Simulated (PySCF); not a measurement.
**The 7-electron isoelectronic series, non-relativistic**

Calculated with PySCF 2.14 from differences of total energies of unrestricted determinants, without spin-orbit coupling. Each ion has its own even-tempered basis scaled to its charge (17s10p6d5f4g for the first); frozen: nothing. Ionisation energies in eV, correlation energies of the ion in mhartree.

```csv
ion,configuration,UHF,LDA,PBE,PBE0,r2SCAN,MP2 (all electrons),E_corr MP2,"NIST (with spin-orbit, Breit and QED)"
Se²⁷⁺,[He] 2s2 2p3 (4S),2974.2,2971.9,2972.2,2973.0,2974.9,2974.0,-207.3,2964 ± 22 (s)
Br²⁸⁺,[He] 2s2 2p3 (4S),3179.2,3176.7,3177.0,3177.9,3179.8,3178.9,-207.6,3169 ± 24 (s)
Kr²⁹⁺,[He] 2s2 2p3 (4S),3391.0,3388.3,3388.7,3389.6,3391.6,3390.6,-207.9,3380 ± 30 (s)
Sr³¹⁺,[He] 2s2 2p3 (4S),3834.9,3832.0,3832.4,3833.4,3835.5,3834.5,-208.6,3830 ± 30 (s)
Zr³³⁺,[He] 2s2 2p3 (4S),4306.1,4302.9,4303.4,4304.4,4306.7,4305.6,-209.2,4300 ± 30 (s)
Mo³⁵⁺,[He] 2s2 2p3 (4S),4804.5,4801.0,4801.6,4802.6,4805.0,4803.9,-209.8,4800 ± 30 (s)
Ru³⁷⁺,[He] 2s2 2p3 (4S),5330.1,5326.3,5327.0,5328.1,5330.6,5329.5,-210.3,5330 ± 40 (s)
Pd³⁹⁺,[He] 2s2 2p3 (4S),5883.0,5878.8,5879.6,5880.8,5883.4,5882.2,-210.6,5880 ± 40 (s)
Cd⁴¹⁺,[He] 2s2 2p3 (4S),6463.0,6458.5,6459.4,6460.6,6463.4,6462.2,-210.6,6460 ± 40 (s)
Sn⁴³⁺,[He] 2s2 2p3 (4S),7070.3,7065.5,7066.4,7067.7,7070.7,7069.3,-211.1,7080 ± 50 (s)
```

Each ion has its own basis, which adds noise of up to about 0.1 % along the series.

NIST values marked (s) are semi-empirical, (t) theoretical. Open shells are high-spin determinants of the terms that Hund's rules give; for the heavier ions, far from LS coupling, these are not the ground levels.

All relativistic terms are absent from the calculated values; where these lie close to NIST, scalar and spin-orbit shifts of opposite sign can cancel.
